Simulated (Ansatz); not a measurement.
A search over several starts for the lowest SCF solution of the cluster Rb3⁺ at the given spin, in a small basis.

```yaml
crystal:
  periodic: [false, false, false]
  atoms:
    - {symbol: Rb, position_ang: [0.351165, -1.074078, -2.492515]}
    - {symbol: Rb, position_ang: [-0.671413, 2.639405, 0.270631]}
    - {symbol: Rb, position_ang: [0.320248, -1.565327, 2.221884]}
basis:
  gaussian: {orbitals: def2-SVP}
total_charge: 1
magnetization: {spin_polarized: true, initial_magnetization: 0}
hamiltonian: {xc: pbe0}
output: {orbitals: {seedname: orbitals}}
```

```sh
$ ansatz run in.yaml --threads 4 --pin off --events-out ev --progress --plain --max-ram 3916MiB
```

Output, abridged:

```
Functional definition: PBE0
687 factors; integrals over basis functions are off by at most 1.5e-4 eV
mean field evaluation 1: about -1963.0674 eV, gradient 5.7e0 eV
mean field evaluation 2: about -1963.2313 eV, gradient 3.4e0 eV
mean field evaluation 4: about -1963.3284 eV, gradient 2.0e-1 eV
mean field evaluation 8: about -1963.3155 eV, gradient 1.5e-2 eV
mean field evaluation 16: about -1963.3155 eV, gradient 2.3e-5 eV
mean field -1963.31551883 eV, -72.1505145340 hartree, gradient 2.3e-5 eV, S^2 0.000000; 3 other end points of the search recorded, 0 dependent functions left out
reference -1963.31554950 eV, -72.1505156612 hartree; 13, 13 occupied and 59, 59 virtual orbitals, 687 factors
Total energy: -1963.31554950 eV, -72.1505156612 hartree
```

Hardware: 4 threads of Arm Neoverse V2 on a shared host. Wall time 2.6 s.

In the def2 sets Rb takes a core potential; there is no spin–orbit coupling. The structure comes from a short search, and lower isomers may exist.
